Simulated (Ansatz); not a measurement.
Ideal-gas functions of FGaGeH₅N (`[NH2][Ga]([F])[GeH3]`) at 500 K and 1 bar, from an Ansatz frequency run at PBE0-D4/def2-TZVP.

Molar mass 180.38 g/mol, point group Cs (symmetry number 1), electronic degeneracy 1, moments of inertia 85.436, 368.76, 447.924 u Å². Harmonic wavenumbers (cm⁻¹, unscaled): 44, 90, 126, 170, 227, 259, 402, 450, 452, 655, 714, 720, 793, 883, 883, 1552, 2149, 2159, 2162, 3616, 3729.

Use S(trans) = R[1.5 ln M + 2.5 ln T − 1.1517]; rotational temperatures θ = 24.2544 K / I; S(rot) = R[ln(√π/σ · √(T³/θAθBθC)) + 1.5]; for each mode x = 1.438777 ν̃/T, S = R[x/(eˣ − 1) − ln(1 − e⁻ˣ)] and H = RT x/(eˣ − 1); 1 cm⁻¹ = 0.0119627 kJ/mol; R = 8.31446 J/(mol·K).

By hand: the entropy, in J/(mol·K).

Translation 184.4. Rotation: θ = 0.2839, 0.0658, 0.0541 K, giving 123.4. Vibration, mode by mode: 25.50, 19.57, 16.80, 14.34, 12.00, 10.95, 7.55, 6.72, 6.69, 4.18, 3.65, 3.60, 3.05, 2.49, 2.49, 0.53, 0.12, 0.12, 0.12, 0.00, 0.00, in all 140.5. Electronic 0.0. Sum 448.3 J/(mol·K).

By hand: H − E and G − E in kJ/mol, counted from the electronic energy.

Zero-point energy ½ × 22235 × 0.0119627 = 133.0; thermal vibration 33.4; translation, rotation and pV give 4 RT = 16.6. H − E = 183.0 kJ/mol, and G − E = 183.0 − 500 × 448.3/1000 = -41.2 kJ/mol.

Vibration gives 31 % of the entropy, 61.9 J/(mol·K) of it from the modes under 150 cm⁻¹: soft modes count most, and the harmonic formula is weakest for them. The sum counts one conformer and one mirror image; others add a mixing term.
